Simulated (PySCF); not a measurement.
CH₄MgO, singlet, at a GFN2-xTB geometry (such geometries of metal compounds can be far from the true shape); BHANDHLYP/6-31G, TDA (PySCF).

Input for PySCF:
```python
from pyscf import gto, scf, dft, tdscf

mol = gto.M(
    atom='''
Mg    0.156852   -0.360890   -0.316322
C    -0.344298    1.580694   -0.822855
H    -1.111966    1.915787   -0.136531
H    -0.714353    1.621122   -1.839933
H     0.530780    2.211490   -0.724248
O     0.165517   -1.165567    1.175372
H     0.154972   -1.577352    2.030738
''',
    basis='6-31g',
    charge=0,
    spin=0,
    verbose=4,
)

mf = dft.RKS(mol)
mf.xc = 'bhandhlyp'
mf.kernel()
td = mf.TDA()
td.nstates = 5
td.kernel()
td.analyze()
```

What the program printed (banner, timings and long lists left out):

```
PySCF version 2.14.0

[INPUT] verbose = 4
[INPUT] num. atoms = 7
[INPUT] num. electrons = 30
[INPUT] charge = 0
[INPUT] spin (= nelec alpha-beta = 2S) = 0
[INPUT] symmetry False subgroup None
[INPUT] Mole.unit = angstrom
[INPUT] Symbol           X                Y                Z      unit          X                Y                Z       unit  Magmom
[INPUT]  1 Mg     0.156852000000  -0.360890000000  -0.316322000000 AA    0.296407322090  -0.681983261094  -0.597761947175 Bohr   0.0
[INPUT]  2 C     -0.344298000000   1.580694000000  -0.822855000000 AA   -0.650628925236   2.987078746743  -1.554970590229 Bohr   0.0
[INPUT]  3 H     -1.111966000000   1.915787000000  -0.136531000000 AA   -2.101311199828   3.620312743002  -0.258006197513 Bohr   0.0
[INPUT]  4 H     -0.714353000000   1.621122000000  -1.839933000000 AA   -1.349931526261   3.063476594507  -3.476969457549 Bohr   0.0
[INPUT]  5 H      0.530780000000   2.211490000000  -0.724248000000 AA    1.003028832397   4.179110427214  -1.368630366264 Bohr   0.0
[INPUT]  6 O      0.165517000000  -1.165567000000   1.175372000000 AA    0.312781798960  -2.202602409831   2.221131174482 Bohr   0.0
[INPUT]  7 H      0.154972000000  -1.577352000000   2.030738000000 AA    0.292854636976  -2.980763282035   3.837538650747 Bohr   0.0

nuclear repulsion = 83.9425019346614
number of shells = 25
number of NR pGTOs = 106
number of NR cGTOs = 39
basis = 6-31g
ecp = {}

******** <class 'pyscf.dft.rks.RKS'> ********
method = RKS
initial guess = minao
damping factor = 0
level_shift factor = 0
DIIS = <class 'pyscf.scf.diis.CDIIS'>
diis_start_cycle = 1
diis_space = 8
diis_damp = 0
SCF conv_tol = 1e-09
SCF conv_tol_grad = None
SCF max_cycles = 50
direct_scf = True
direct_scf_tol = 1e-13
XC library pyscf.dft.libxc version 7.1.2
    S. Lehtola, C. Steigemann, M. J. T. Oliveira, and M. A. L. Marques,  SoftwareX 7, 1–5 (2018)
XC functionals = bhandhlyp
    A. D. Becke,  J. Chem. Phys. 98, 1372 (1993)
    Defined through Gaussian implementation.
radial grids:
    Treutler-Ahlrichs [JCP 102, 346 (1995); DOI:10.1063/1.469408] (M4) radial grids

becke partition: Becke, JCP 88, 2547 (1988); DOI:10.1063/1.454033
pruning grids: <function nwchem_prune>
grids dens level: 3
symmetrized grids: False
atomic radii adjust function: <function treutler_atomic_radii_adjust>
small_rho_cutoff = 0
Set gradient conv threshold to 3.16228e-05
Initial guess from minao.
tot grids = 86016
init E= -315.698406426883
  HOMO = -0.321874686312436  LUMO = -0.0954713642524887  gap/eV = 6.16075
cycle= 1 E= -315.575614522579  delta_E= 0.123  |g|= 0.828  |ddm|= 2.13
  HOMO = -0.131555317549208  LUMO = -0.00879350765442632  gap/eV = 3.34052
cycle= 2 E= -315.422709185094  delta_E= 0.153  |g|= 1.18  |ddm|=  1.3
  HOMO = -0.27242790722244  LUMO = -0.0257873417629906  gap/eV = 6.71143
cycle= 3 E= -315.716221461436  delta_E= -0.294  |g|= 0.0873  |ddm|= 0.806
  HOMO = -0.29181160718559  LUMO = -0.0275899151283612  gap/eV = 7.18984
cycle= 4 E= -315.717587319848  delta_E= -0.00137  |g|= 0.0465  |ddm|= 0.104
  HOMO = -0.282695894510876  LUMO = -0.0260707949257111  gap/eV = 6.98312
cycle= 5 E= -315.718192129197  delta_E= -0.000605  |g|= 0.00145  |ddm|= 0.039
  HOMO = -0.28225259221991  LUMO = -0.0255408002825561  gap/eV = 6.98548
cycle= 6 E= -315.718194747118  delta_E= -2.62e-06  |g|= 0.000349  |ddm|= 0.00539
  HOMO = -0.282266589455134  LUMO = -0.0256028650026965  gap/eV = 6.98418
cycle= 7 E= -315.718194852298  delta_E= -1.05e-07  |g|= 8.51e-05  |ddm|= 0.00103
  HOMO = -0.282268651964142  LUMO = -0.0256024103676209  gap/eV = 6.98424
cycle= 8 E= -315.718194855843  delta_E= -3.55e-09  |g|= 9.33e-06  |ddm|= 0.00016
  HOMO = -0.282268709993104  LUMO = -0.0256036932432053  gap/eV = 6.98421
cycle= 9 E= -315.718194855905  delta_E= -6.22e-11  |g|= 1.35e-06  |ddm|= 2.25e-05
  HOMO = -0.28226874224552  LUMO = -0.0256036463846776  gap/eV = 6.98421
Extra cycle  E= -315.718194855909  delta_E= -3.07e-12  |g|= 9.56e-07  |ddm|= 3.5e-06
converged SCF energy = -315.718194855909

******** <class 'pyscf.tdscf.rks.TDA'> for <class 'pyscf.dft.rks.RKS'> ********
nstates = 5 singlet
deg_eia_thresh = 1.000e-03
wfnsym = None
conv_tol = 1e-05
eigh lindep = 1e-12
eigh level_shift = 0
eigh max_cycle = 100

Excitation energies (eV)
[5.13994931 5.38666186 5.61049722 6.47148417 7.18424573]

** Singlet excitation energies and oscillator strengths **
Excited State   1:      5.13995 eV    241.22 nm  f=0.3224
      15 -> 16       -0.69522
Excited State   2:      5.38666 eV    230.17 nm  f=0.0222
      14 -> 16       -0.69005
      14 -> 18       -0.10084
Excited State   3:      5.61050 eV    220.99 nm  f=0.0316
      13 -> 16        0.67505
      13 -> 18        0.11356
      14 -> 17        0.13600
Excited State   4:      6.47148 eV    191.59 nm  f=0.1311
      15 -> 17        0.69910
Excited State   5:      7.18425 eV    172.58 nm  f=0.0024
      13 -> 17       -0.69583

** Transition electric dipole moments (AU) **
state          X           Y           Z        Dip. S.      Osc.
  1         0.4959     -1.4862     -0.3245      2.5601      0.3224
  2        -0.3902     -0.1108     -0.0594      0.1681      0.0222
  3        -0.1087      0.1484      0.4424      0.2296      0.0316
  4        -0.8639     -0.2566     -0.1219      0.8270      0.1311
  5        -0.1106     -0.0314     -0.0211      0.0137      0.0024

** Transition velocity dipole moments (imaginary part, AU) **
state          X           Y           Z        Dip. S.      Osc.
  1         0.0673     -0.2152     -0.0140      0.0510      0.1802
  2        -0.0704     -0.0202     -0.0113      0.0055      0.0185
  3        -0.0169      0.0290      0.0608      0.0048      0.0156
  4        -0.1423     -0.0425     -0.0187      0.0224      0.0628
  5        -0.0063     -0.0006     -0.0014      0.0000      0.0001

** Transition magnetic dipole moments (imaginary part, AU) **
state          X           Y           Z
  1         0.4050      0.1238      0.0689
  2        -0.1322      0.2860      0.3159
  3         0.4668      0.1392      0.0732
  4         0.1194     -0.3174     -0.2050
  5         0.0238     -0.0513     -0.0449
```
